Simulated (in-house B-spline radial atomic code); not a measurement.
## Ionising Mg⁵⁺ with different functionals

Computed with a radial B-spline atomic code at the basis-set limit: scalar-relativistic (spin-free X2C) Hamiltonian, Fermi nucleus of rms radius 3.057 fm, spin-polarised at highest spin, spherical fractional occupations for the functionals, and exact exchange of hybrids averaged over the configuration. The ionisation energy is the difference of two self-consistent energies, [He] 2s2 2p3 → [He] 2s2 2p2, without Breit or QED terms; ε is the level of the shell that loses the electron (its least bound occupied spin orbital).

| method | rung | ΔSCF (eV) | -ε(2p) (eV) |
| --- | --- | --- | --- |
| PBE0 | global hybrid | 187.48 | 173.89 |
| B3LYP | global hybrid | 187.64 | 172.96 |
| TPSSh | global hybrid | 187.86 | 171.32 |
| BHandHLYP | global hybrid | 187.51 | 178.87 |
| r2SCAN0 | global hybrid | 188.79 | 175.46 |
| B97-1 | global hybrid | 187.44 | 173.04 |
| HSE06 | range-separated hybrid | 187.44 | 173.41 |
| wB97X | range-separated hybrid | 187.22 | 175.54 |
| CAM-B3LYP | range-separated hybrid | 187.57 | 174.96 |
| LC-wPBE | range-separated hybrid | 187.46 | 174.72 |

Question: Among the functionals, which spreads more, the ΔSCF values or the orbital energies?

Answer: The orbital energies: ΔSCF values span about 1.56 eV and the orbital energies 7.55 eV; here energy differences depend much less on the functional than eigenvalues do.

Question: How do they compare with the NIST value?

Answer: NIST lists 186.76 eV ± 0.06 (semi-empirical, ground level to ground level). Errors run from +0.46 to +2.03 eV; wB97X is closest (+0.46 eV), but part of that can be cancellation, since the calculations leave out spin-orbit coupling, Breit-QED terms, multiplet and fine-structure energies.
